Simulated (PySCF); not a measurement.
Field gradients from PBE0/pcSseg-1 densities (PySCF, non-relativistic) at GFN2-xTB geometries, isolated species, one conformer each; χzz is the principal value of largest magnitude, with Q(14N) = 0.02044 b, Q(17O) = −0.0256 b, Q(33S) = −0.0678 b. Where η is near 1, a small change in the tensor can flip the sign of χzz. GFN2-xTB bond lengths can be off by several hundredths of an ångström, more for odd bonds, and the gradients follow them. The small basis limits the accuracy of the gradients.

Problem. These 14N couplings (χzz in MHz, η) are listed in rising order: (-5.675, 0.18); (-5.244, 0.18); (-4.830, 0.40); (-4.394, 0.17); (-4.141, 0.01); (-2.140, 0.08). Assign them to: the nitrile nitrogen of `CC[Si@@H]1CC[C@H]1C#N`; N8 (two-coordinate ring nitrogen) in `[CH2:1]=[CH:2][c:3]1[n:4][c:5]([F:6])[cH:7][n-:8]1`; N6 (pyridine-type nitrogen) in `[CH3:1][O:2][C:3](=[O:4])[c:5]1[n:6][n:7][s:8][c:9]1[CH3:10]`; N5 (silicon-bound nitrogen) in `[CH3:1][Si@:2]([NH2:3])([OH:4])[NH:5][CH2:6][CH2:7][NH2:8]`; N7 (pyridine-type nitrogen) in `[CH3:1][O:2][C:3](=[O:4])[c:5]1[n:6][n:7][c:8]([CH3:9])[s:10]1`; the pyrrole-type nitrogen of `CCn1cpcc1C=O`.

Solution. -5.675 MHz, η 0.18: N6 (pyridine-type nitrogen) in `[CH3:1][O:2][C:3](=[O:4])[c:5]1[n:6][n:7][s:8][c:9]1[CH3:10]`; -5.244 MHz, η 0.18: N7 (pyridine-type nitrogen) in `[CH3:1][O:2][C:3](=[O:4])[c:5]1[n:6][n:7][c:8]([CH3:9])[s:10]1`; -4.830 MHz, η 0.40: N5 (silicon-bound nitrogen) in `[CH3:1][Si@:2]([NH2:3])([OH:4])[NH:5][CH2:6][CH2:7][NH2:8]`; -4.394 MHz, η 0.17: the nitrile nitrogen of `CC[Si@@H]1CC[C@H]1C#N`; -4.141 MHz, η 0.01: N8 (two-coordinate ring nitrogen) in `[CH2:1]=[CH:2][c:3]1[n:4][c:5]([F:6])[cH:7][n-:8]1`; -2.140 MHz, η 0.08: the pyrrole-type nitrogen of `CCn1cpcc1C=O`.

Problem. Rank these 17O sites by the size of the quadrupole coupling, smallest first.
A. The alcohol oxygen of `OCPc1ccncc1`
B. O4 (ester carbonyl oxygen) in `[CH3:1][O:2][C:3](=[O:4])[c:5]1[n:6][n:7][c:8]([CH3:9])[s:10]1`
C. O7 (furan-type oxygen) in `[CH3:1][O:2][c:3]1[n:4][n:5][cH:6][o:7]1`
D. The aryl ether oxygen of `COc1cnc(C)cp1`
E. O2 (ester single-bonded oxygen) in `[CH3:1][O:2][C:3](=[O:4])[c:5]1[n:6][n:7][s:8][c:9]1[CH3:10]`
F. O1 (sulfonyl oxygen) in `[O:1]=[S:2](=[O:3])([F:4])[NH:5][S:6](=[O:7])(=[O:8])[C:9]([F:10])([F:11])[F:12]`

Solution. F (7.575 MHz), C (8.481 MHz), B (9.628 MHz), E (10.45 MHz), D (11.21 MHz), A (11.74 MHz).

Problem. Rank these 33S sites by the size of the quadrupole coupling, smallest first.
A. The thiophene-type sulfur of `COC(=O)c1nnc(C)s1`
B. S6 (sulfonyl sulfur) in `[O:1]=[S:2](=[O:3])([F:4])[NH:5][S:6](=[O:7])(=[O:8])[C:9]([F:10])([F:11])[F:12]`
C. The ring sulfur of `COC(=O)c1nnsc1C`

Solution. B (13.53 MHz), A (24.63 MHz), C (29.96 MHz).

All sites together:

```tsv
nucleus	site	Vzz (au)	η	χzz (MHz)
14N	the nitrile nitrogen of CC[Si@@H]1CC[C@H]1C#N	-0.915	0.17	-4.394
14N	N8 (two-coordinate ring nitrogen) in [CH2:1]=[CH:2][c:3]1[n:4][c:5]([F:6])[cH:7][n-:8]1	-0.862	0.01	-4.141
14N	N6 (pyridine-type nitrogen) in [CH3:1][O:2][C:3](=[O:4])[c:5]1[n:6][n:7][s:8][c:9]1[CH3:10]	-1.182	0.18	-5.675
14N	N5 (silicon-bound nitrogen) in [CH3:1][Si@:2]([NH2:3])([OH:4])[NH:5][CH2:6][CH2:7][NH2:8]	-1.006	0.40	-4.830
14N	N7 (pyridine-type nitrogen) in [CH3:1][O:2][C:3](=[O:4])[c:5]1[n:6][n:7][c:8]([CH3:9])[s:10]1	-1.092	0.18	-5.244
14N	the pyrrole-type nitrogen of CCn1cpcc1C=O	-0.446	0.08	-2.140
17O	O4 (ester carbonyl oxygen) in [CH3:1][O:2][C:3](=[O:4])[c:5]1[n:6][n:7][c:8]([CH3:9])[s:10]1	-1.601	0.13	9.628
17O	O7 (furan-type oxygen) in [CH3:1][O:2][c:3]1[n:4][n:5][cH:6][o:7]1	1.410	0.20	-8.481
17O	O2 (ester single-bonded oxygen) in [CH3:1][O:2][C:3](=[O:4])[c:5]1[n:6][n:7][s:8][c:9]1[CH3:10]	1.737	0.33	-10.45
17O	O1 (sulfonyl oxygen) in [O:1]=[S:2](=[O:3])([F:4])[NH:5][S:6](=[O:7])(=[O:8])[C:9]([F:10])([F:11])[F:12]	1.259	0.14	-7.575
17O	the aryl ether oxygen of COc1cnc(C)cp1	1.864	0.68	-11.21
17O	the alcohol oxygen of OCPc1ccncc1	-1.952	0.94	11.74
33S	the thiophene-type sulfur of COC(=O)c1nnc(C)s1	1.546	0.63	-24.63
33S	S6 (sulfonyl sulfur) in [O:1]=[S:2](=[O:3])([F:4])[NH:5][S:6](=[O:7])(=[O:8])[C:9]([F:10])([F:11])[F:12]	0.850	0.60	-13.53
33S	the ring sulfur of COC(=O)c1nnsc1C	1.880	0.37	-29.96
```
